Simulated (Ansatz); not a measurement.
C2H3FSi, SMILES `C=C[Si]F` (lower singlet; C–C–Si–F torsion 180°) (charge 0, multiplicity 1). This singlet lies 1.77 eV below the relaxed triplet at the level B3LYP/cc-pVTZ // PBE0-D3(BJ)/def2-TZVP (Ansatz, a quantum-chemistry and plane-wave program).

The numbers are results of BLYP/cc-pVTZ // PBE0-D3(BJ)/def2-TZVP (Ansatz), not measurements.

Ansatz 0.2 input:
```yaml
crystal:
  periodic: [false, false, false]
  atoms:
    - { symbol: C, position_ang: [-1.154065, 0.047265, -0.128316] }
    - { symbol: C, position_ang: [0.089665, -0.153578, 0.319332] }
    - { symbol: Si, position_ang: [1.443105, 0.418998, -0.838245] }
    - { symbol: F, position_ang: [2.753233, 0.023322, 0.027017] }
    - { symbol: H, position_ang: [-2.046383, -0.229919, 0.427107] }
    - { symbol: H, position_ang: [-1.32875, 0.511652, -1.098909] }
    - { symbol: H, position_ang: [0.243197, -0.617739, 1.292013] }
basis:
  gaussian: { orbitals: cc-pVTZ }
hamiltonian:
  xc: blyp
```

Output:

```
Functional definition: BLYP
929 factors; their error is unknown
mean field evaluation 1: about -12707.2335 eV, gradient 7.1e1 eV
mean field evaluation 2: about -12663.8571 eV, gradient 1.3e2 eV
mean field evaluation 4: about -12717.3686 eV, gradient 1.9e1 eV
mean field evaluation 8: about -12718.2187 eV, gradient 7.2e-2 eV
mean field evaluation 16: about -12718.1761 eV, gradient 7.1e-5 eV
mean field -12718.17610945 eV, -467.3843513330 hartree, gradient 7.1e-5 eV, S^2 0.000000; 0 other end points of the search recorded, 0 dependent functions left out
reference -12718.17641010 eV, -467.3843623817 hartree; 19, 19 occupied and 147, 147 virtual orbitals, 929 factors
Total energy: -12718.17641010 eV, -467.3843623817 hartree
```
